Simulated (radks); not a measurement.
Question: Excited configurations of I XLVI: one electron is placed in a higher orbital outside [He] 2s2 2p3. The ground configuration is [He] 2s2 2p4. Method: scalar-relativistic Kohn-Sham, PBEsol, spin-polarised, spherical densities, finite nucleus; open shells are filled with parallel spins first (spin-orbit coupling, left out, can overturn this in heavy ions); Fermi nuclear charge, rms radius 4.75 fm; computed with a radial shooting solver on a logarithmic mesh with Libxc functionals. Excitation = E - E(ground); binding = E(ion) - E, where the ion is the core of charge +46; n* = 46/sqrt(2 binding) in atomic units. These energies are relativistic, and a one-electron ion of charge +46 with no core already has n* below n in this formula (scalar-relativistic equation, point nucleus: 3s 2.956, 3d 2.992, 4p 3.973, 4f 3.994, 5s 4.951, 5d 4.986, 6f 5.991, 7s 6.948, 7p 6.968, 7f 6.990). The quantum defect is therefore taken as that value minus n*, so that it holds no relativistic shift of the bare ion.

outer orbital  excitation (eV)  binding (eV)     n*  quantum defect  eigenvalue (eV)  <r> (bohr)
3s                      4336.9        3543.3  2.850           0.106          -3506.6      0.2654
4p                      5987.4        1892.8  3.900           0.073          -1873.6      0.4752
4f                      6070.8        1809.4  3.989           0.006          -1785.1      0.3874
5s                      6650.9        1229.3  4.839           0.111          -1218.0      0.7647
5d                      6703.9        1176.3  4.947           0.039          -1164.3      0.7337
6f                      7072.6        807.52  5.971           0.020          -799.08       1.033
7s                      7263.1        617.05  6.831           0.117          -611.73       1.524
7p                      7273.1        607.09  6.886           0.082          -601.71       1.527
7f                      7286.7        593.47  6.965           0.025          -587.71       1.454

Estimate the row for 3d.

Answer: excitation (eV) 4598.7; binding (eV) 3281.5; n* 2.962; quantum defect 0.030; eigenvalue (eV) -3233.1; <r> (bohr) 0.2202. The Delta-SCF ionisation energy is 7880.2 eV (NIST Atomic Spectra Database: 7811 eV, theoretical). Self-interaction in the functional shifts the binding energies and quantum defects, so they are the method's values and not measured ones. Open shells are spherical and high-spin; term and fine-structure splittings are not resolved. Spin-orbit splitting is averaged out at the scalar-relativistic level.
